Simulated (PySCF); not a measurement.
## Shapes and spin states of IOsN

Level of theory: B3LYP/[Os def2-SVP with ECP60, N def2-SVP, I def2-SVP with ECP28], scalar-relativistic core potentials, density fitting, no spin–orbit coupling, PySCF.

Relaxations began from a few typed shapes and spin states; open shells are unrestricted. The search is not exhaustive: other isomers or separated fragments can lie lower, and high-lying points may rest on an excited occupation.

```json
{"spin": "triplet", "group": "Cs", "bonds": "Os–I 2.611 Å, Os–N 1.635 Å", "angles": "I–Os–N 124.0°", "imaginary modes (cm⁻¹)": "none", "ΔE (kJ/mol)": "0.0", "ΔE with ZPE (kJ/mol)": "0.0"}
{"spin": "broken-symmetry Ms = 0 (⟨S²⟩ 0.24)", "group": "Cs", "bonds": "Os–I 2.594 Å, Os–N 1.610 Å", "angles": "I–Os–N 112.5°", "imaginary modes (cm⁻¹)": "none", "ΔE (kJ/mol)": "2.5", "ΔE with ZPE (kJ/mol)": "2.9"}
{"spin": "singlet (closed shell, unstable to spin polarisation)", "group": "Cs", "bonds": "Os–I 2.585 Å, Os–N 1.607 Å", "angles": "I–Os–N 110.5°", "imaginary modes (cm⁻¹)": "none", "ΔE (kJ/mol)": "3.7", "ΔE with ZPE (kJ/mol)": "4.4"}
{"spin": "triplet", "group": "C∞v", "bonds": "Os–I 2.701 Å, Os–N 1.644 Å", "angles": "I–Os–N 180.0°", "imaginary modes (cm⁻¹)": "103i, 103i", "ΔE (kJ/mol)": "28.1", "ΔE with ZPE (kJ/mol)": "–"}
{"spin": "singlet (closed shell, unstable to spin polarisation)", "group": "C∞v", "bonds": "Os–I 2.716 Å, Os–N 1.602 Å", "angles": "I–Os–N 180.0°", "imaginary modes (cm⁻¹)": "100i, 100i", "ΔE (kJ/mol)": "54.4", "ΔE with ZPE (kJ/mol)": "–"}
{"spin": "quintet", "group": "Cs", "bonds": "Os–I 2.631 Å, Os–N 1.706 Å", "angles": "I–Os–N 119.1°", "imaginary modes (cm⁻¹)": "none", "ΔE (kJ/mol)": "135.5", "ΔE with ZPE (kJ/mol)": "134.4"}
{"spin": "quintet", "group": "C∞v", "bonds": "Os–I 2.727 Å, Os–N 1.721 Å", "angles": "I–Os–N 180.0°", "imaginary modes (cm⁻¹)": "161i, 64i", "ΔE (kJ/mol)": "194.0", "ΔE with ZPE (kJ/mol)": "–"}
```

The lowest minimum found is the triplet Cs: Os–I 2.611 Å, Os–N 1.635 Å; I–Os–N 124.0°.

Formally Os is in oxidation state +4, d4, with 2 unpaired electrons (the high-spin count would be 4). The Mulliken spin on Os is 1.77. The polar-tensor charge on Os, 0.73, is far below the formal one.

For the lowest minimum: with open d or f shells other occupations or spin states may lie lower. With an element this heavy the missing spin–orbit coupling can shift these numbers.

The electron or spin density has lower symmetry than the nuclear frame for the quintet C∞v at 194.0 kJ/mol.
